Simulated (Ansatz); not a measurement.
Input file for Ansatz (a program for electronic structure): U-CCSD(T)/cc-pV(T+d)Z on F (SMILES [F]). The basis file is the Basis Set Exchange's JSON of that set.

Ansatz 0.2 input:
```yaml
crystal:
  periodic: [false, false, false]
  atoms:
    - {symbol: F, position_ang: [0.00000000, 0.00000000, 0.00000000]}
basis:
  gaussian:
    orbitals: cc-pV_T+d_Z.json
magnetization: {spin_polarized: true, initial_magnetization: 1}
correlation: {method: ccsd_t, electrons: outside_noble_gas}
scf: {omitted_lower_state_checks: [cluster_reference]}
```

The log:

```
WARN ansatz: RAYON_NUM_THREADS=4 ignored (pool sized by the plan → 4); use --threads N
Functional definition: HF
these checks for a lower state are left out or cut short: cluster_reference
integrals: 0.01 GiB planned
185 factors; integrals over basis functions are off by at most 2.5e-4 eV
mean field: 0.05 GiB planned
mean field evaluation 1: about -2704.7552 eV, gradient 9.0e0 eV
mean field evaluation 2: about -2704.7557 eV, gradient 9.0e0 eV
mean field evaluation 4: about -2704.9590 eV, gradient 9.3e-1 eV
mean field evaluation 8: about -2704.9621 eV, gradient 9.1e-4 eV
mean field evaluation 16: about -2704.9621 eV, gradient 1.1e-5 eV
mean field -2704.96213149 eV, -99.4055248430 hartree, gradient 3.6e-6 eV, S^2 0.753414; 3 other end points of the search recorded, 0 dependent functions left out
1 core orbitals not correlated
reference -2704.96213149 eV, -99.4055248430 hartree; 4, 3 occupied and 25, 26 virtual orbitals, 185 factors
second order -5.43778377 eV of doubles, -0.00000000 eV of singles
coupled cluster: 0.06 GiB planned
cycle   1  -5.66481536 eV  change   -2.3e-1 eV  update   2.3e-2
cycle   2  -5.74147716 eV  change   -7.7e-2 eV  update   6.7e-3
cycle   3  -5.74859132 eV  change   -7.1e-3 eV  update   2.3e-3
cycle   4  -5.74777112 eV  change    8.2e-4 eV  update   8.4e-4
cycle   5  -5.74829468 eV  change   -5.2e-4 eV  update   2.0e-4
cycle   6  -5.74827830 eV  change    1.6e-5 eV  update   3.8e-5
cycle   7  -5.74828152 eV  change   -3.2e-6 eV  update   8.4e-6
perturbative correction -0.09769022 eV, -0.0035900495 hartree
Total energy: -2710.80810323 eV, -99.6203603420 hartree
Checks for a lower state left out: cluster_reference
```

The calculation finished and met its thresholds.

Cost: about 0.3 core-seconds (a rough figure).
